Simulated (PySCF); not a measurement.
PySCF 2.14 output of an unrestricted M06 calculation on a single atom or ion in aug-cc-pCVQZ-DK (10s9p7d5f3g, 134 functions), with scalar relativity by spin-free X2C-1e:

```
SCF conv_tol = 1e-09
number electrons alpha = 8  beta = 6
    Y. Zhao and D. G. Truhlar.,  Theor. Chem. Acc. 120, 215 (2008)
    Y. Zhao and D. G. Truhlar.,  Theor. Chem. Acc. 120, 215 (2008)
cycle= 1 E= -289.749957203601  delta_E= -0.0101  |g|= 0.0271  |ddm|= 3.41
cycle= 2 E= -289.750078183207  delta_E= -0.000121  |g|= 0.00307  |ddm|= 0.439
cycle= 3 E= -289.750081924845  delta_E= -3.74e-06  |g|= 0.000709  |ddm|= 0.0924
cycle= 4 E= -289.750082116126  delta_E= -1.91e-07  |g|= 9.79e-05  |ddm|= 0.0114
cycle= 5 E= -289.750082120365  delta_E= -4.24e-09  |g|= 4.27e-05  |ddm|= 0.00189
cycle= 6 E= -289.750082120961  delta_E= -5.96e-10  |g|= 5.89e-06  |ddm|= 0.000727
converged SCF energy = -289.750082120961  <S^2> = 2.0016473  2S+1 = 3.001098
```

The run itself started from symmetry-adapted Hartree-Fock orbitals and held the occupation by maximum overlap, on a logarithmic radial grid, so the iterations belong to that start.

Q: Which element, charge and spin multiplicity is this?

A: Si (silicon, neutral), multiplicity 3; the state was [Ne] 3s2 3p1 3d1, one real determinant (an excited configuration).

⟨L²⟩ = 8.01 against 12 for a pure F term, so this real determinant mixes terms. The outer electron is Rydberg-like, and this basis confines it to a smaller radius and binds it less than a complete one would.
